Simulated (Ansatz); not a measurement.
A further run on the cluster Hf₂Si₂ (the lowest singlet isomer of a short search).

```yaml
crystal:
  periodic: [false, false, false]
  atoms:
    - {symbol: Hf, position_ang: [-1.589971, 0.137282, -0.231622]}
    - {symbol: Hf, position_ang: [0.631353, 0.082694, 1.481567]}
    - {symbol: Si, position_ang: [0.343239, -1.459913, -0.491649]}
    - {symbol: Si, position_ang: [0.615380, 1.239927, -0.758296]}
basis:
  gaussian: {orbitals: def2-mTZVP}
hamiltonian: {xc: {name: HF}}
correlation: {method: ccsd}
```

```sh
$ ansatz run in.yaml --threads 4 --pin off --events-out ev --progress --plain --max-ram 3916MiB
```

Output, abridged:

```
Functional definition: HF
1168 factors; integrals over basis functions are off by at most 2.4e-4 eV
mean field evaluation 1: about -18295.3756 eV, gradient 3.7e1 eV
mean field evaluation 2: about -18295.6777 eV, gradient 3.7e1 eV
mean field evaluation 4: about -18300.3699 eV, gradient 5.3e0 eV
mean field evaluation 8: about -18300.5719 eV, gradient 9.1e-1 eV
mean field evaluation 16: about -18300.6067 eV, gradient 8.9e-3 eV
mean field evaluation 32: about -18299.3583 eV, gradient 7.6e0 eV
mean field evaluation 64: about -18300.2393 eV, gradient 7.8e0 eV
mean field evaluation 96: about -18297.9649 eV, gradient 2.1e-1 eV
mean field evaluation 128: about -18295.8318 eV, gradient 7.5e-1 eV
mean field evaluation 160: about -18297.7611 eV, gradient 2.0e-1 eV
mean field evaluation 192: about -18296.8284 eV, gradient 2.5e-1 eV
mean field evaluation 224: about -18298.9818 eV, gradient 7.8e-1 eV
mean field evaluation 256: about -18295.8338 eV, gradient 1.8e1 eV
mean field evaluation 288: about -18297.1787 eV, gradient 7.5e-4 eV
mean field evaluation 320: about -18297.3346 eV, gradient 5.6e-1 eV
mean field evaluation 352: about -18296.8870 eV, gradient 5.9e-1 eV
mean field evaluation 384: about -18296.2793 eV, gradient 6.2e-2 eV
mean field evaluation 416: about -18295.4434 eV, gradient 3.0e-2 eV
mean field evaluation 448: about -18294.2561 eV, gradient 1.8e1 eV
mean field evaluation 480: about -18297.9674 eV, gradient 1.5e-2 eV
mean field -18300.60668328 eV, -672.5348910140 hartree, gradient 3.6e-6 eV, S^2 0.000000; 12 other end points of the search recorded, 0 dependent functions left out; unrestricted orbitals would lower it
determinant -18300.60668328 eV, -672.5348910140 hartree, with singles and doubles -18319.36233975 eV, -673.2241486759 hartree
determinant -18298.90369291 eV, -672.4723072722 hartree, with singles and doubles -18317.36219506 eV, -673.1506447144 hartree
determinant -18298.77395397 eV, -672.4675394538 hartree, with singles and doubles -18316.96955991 eV, -673.1362156388 hartree
determinant -18297.96733897 eV, -672.4378968993 hartree, with singles and doubles -18316.93044963 eV, -673.1347783624 hartree
determinant -18297.76353939 eV, -672.4304074030 hartree, with singles and doubles -18316.70437429 eV, -673.1264702470 hartree
determinant -18297.36301883 eV, -672.4156885439 hartree, with singles and doubles -18316.13533808 eV, -673.1055585519 hartree
determinant -18297.17867015 eV, -672.4089138547 hartree, with singles and doubles -18316.00894053 eV, -673.1009135277 hartree
10 core orbitals not correlated: weight in the atoms' cores, before any rotation towards them, 1.000 or more for the frozen orbitals, at most 0.000 for the correlated occupied ones
reference -18300.60668328 eV, -672.5348910140 hartree; 16, 16 occupied and 90, 90 virtual orbitals, 1168 factors
second order -20.29893858 eV of doubles, -0.00000000 eV of singles
cycle   1  -18.74093216 eV  change    1.5e-2 eV  update   7.9e-3
cycle   2  -18.75495108 eV  change   -1.4e-2 eV  update   5.8e-3
cycle   3  -18.74658621 eV  change    8.4e-3 eV  update   5.1e-3
cycle   4  -18.75138691 eV  change   -4.8e-3 eV  update   2.1e-3
cycle   5  -18.75450134 eV  change   -3.1e-3 eV  update   1.2e-3
cycle   6  -18.75419560 eV  change    3.1e-4 eV  update   6.7e-4
cycle   7  -18.75347279 eV  change    7.2e-4 eV  update   4.7e-4
cycle   8  -18.75342586 eV  change    4.7e-5 eV  update   2.6e-4
cycle   9  -18.75328274 eV  change    1.4e-4 eV  update   1.8e-4
cycle  10  -18.75339783 eV  change   -1.2e-4 eV  update   1.1e-4
cycle  11  -18.75337911 eV  change    1.9e-5 eV  update   6.3e-5
cycle  12  -18.75334046 eV  change    3.9e-5 eV  update   3.5e-5
Total energy: -18319.36002375 eV, -673.2240635644 hartree
```

Run time 21 s (4 threads of Arm Neoverse V2 on a shared host), peak host memory 0.69 GiB.

In the def2 sets Hf takes a core potential; there is no spin–orbit coupling. Correlated methods freeze 10 core orbitals; core or outer-core shells of Hf are correlated, in sets that lack core-valence functions. The restricted singlet (for correlated methods, its reference) is unstable: a solution with broken spin symmetry lies lower.
